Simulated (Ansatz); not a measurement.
Abridged output of a molecular run in Ansatz:

```
Functional definition: HF
1547 factors; integrals over basis functions are off by at most 1.1e-3 eV
mean field evaluation 1: about -23880.1159 eV, gradient 4.1e1 eV
mean field evaluation 2: about -23880.4723 eV, gradient 4.2e1 eV
mean field evaluation 4: about -23884.1241 eV, gradient 4.0e0 eV
mean field evaluation 8: about -23884.1913 eV, gradient 3.6e-1 eV
mean field -23884.19187549 eV, -877.7278621377 hartree, gradient 8.0e-6 eV, S^2 0.000000; 0 other end points of the search recorded, 0 dependent functions left out
13 core orbitals not correlated: weight in the atoms' cores, before any rotation towards them, 1.000 or more for the frozen orbitals, at most 0.000 for the correlated occupied ones
reference -23884.19187549 eV, -877.7278621377 hartree; 16, 16 occupied and 232, 232 virtual orbitals, 1547 factors
second order -25.79899544 eV of doubles, -0.00000000 eV of singles
cycle   1  -26.26556301 eV  change   -4.7e-1 eV  update   1.1e-1
cycle   2  -26.90474313 eV  change   -6.4e-1 eV  update   3.1e-2
cycle   3  -27.03866768 eV  change   -1.3e-1 eV  update   1.6e-2
cycle   4  -27.02436807 eV  change    1.4e-2 eV  update   3.4e-3
cycle   5  -27.02332288 eV  change    1.0e-3 eV  update   1.6e-3
cycle   6  -27.02388138 eV  change   -5.6e-4 eV  update   4.6e-4
cycle   7  -27.02355862 eV  change    3.2e-4 eV  update   1.8e-4
cycle   8  -27.02350609 eV  change    5.3e-5 eV  update   5.1e-5
cycle   9  -27.02352788 eV  change   -2.2e-5 eV  update   1.9e-5
perturbative correction -1.05107314 eV, -0.0386262255 hartree
Total energy: -23912.26647651 eV, -878.7595846954 hartree
```

Its atoms:

Z-matrix (Å, degrees):
```
C
O 1 1.399
O 1 1.396 2 112.5
H 1 1.093 2 110.3 3 -117.6
H 1 1.095 2 106.7 3 123.0
Si 2 1.650 1 122.3 3 47.6
H 3 0.962 1 108.7 2 68.9
S 6 2.131 2 113.2 1 43.0
H 6 1.478 2 105.8 1 159.4
H 6 1.482 2 110.5 1 -80.1
H 8 1.345 6 93.5 2 -76.8
```

**Question.** Which basis set was used?
A. cc-pV(D+d)Z
B. def2-SVP
C. def2-QZVPP
D. def2-TZVPP

**Answer.** D. It gives 261 functions.

**Question.** Write the keys of the input that set method, charge and spin (a neutral closed shell needs none for the last two).

**Answer.** 
```yaml
correlation: {method: ccsd_t}
```
